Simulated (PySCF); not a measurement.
SMILES FCC[SiH3], GFN2-xTB optimised geometry.

```
11

F      1.50    -0.67     0.00
C      0.12    -0.67     0.00
C     -0.41     0.75     0.00
Si     0.21     1.76    -1.49
H     -0.18    -1.23     0.89
H     -0.19    -1.22    -0.90
H     -0.11     1.23     0.93
H     -1.50     0.69     0.00
H      1.67     1.85    -1.46
H     -0.39     3.09    -1.39
H     -0.24     1.10    -2.72
```

Density from B3LYP/def2-TZVP (PySCF) at that geometry.

Minimum of the electron density along straight lines between bonded atoms, close to the bond critical point (lines longer than 1.1 times the sum of covalent radii, or with two minima, are not listed):

| bond | length / Å | ρ at the minimum / e bohr⁻³ | ∇²ρ there / e bohr⁻⁵ | position (fraction from the first atom) |
|---|---|---|---|---|
| F1–C2 | 1.377 | 0.245 | -0.15 | 0.66 |
| C2–C3 | 1.516 | 0.255 | -0.65 | 0.51 |
| C3–Si4 | 1.909 | 0.116 | 0.14 | 0.61 |
| C2–H5 | 1.097 | 0.288 | -1.03 | 0.65 |
| C2–H6 | 1.095 | 0.289 | -1.04 | 0.65 |
| C3–H7 | 1.091 | 0.276 | -0.93 | 0.64 |
| C3–H8 | 1.090 | 0.275 | -0.92 | 0.64 |
| Si4–H9 | 1.459 | 0.127 | 0.19 | 0.49 |
| Si4–H10 | 1.464 | 0.125 | 0.18 | 0.49 |
| Si4–H11 | 1.466 | 0.124 | 0.18 | 0.49 |
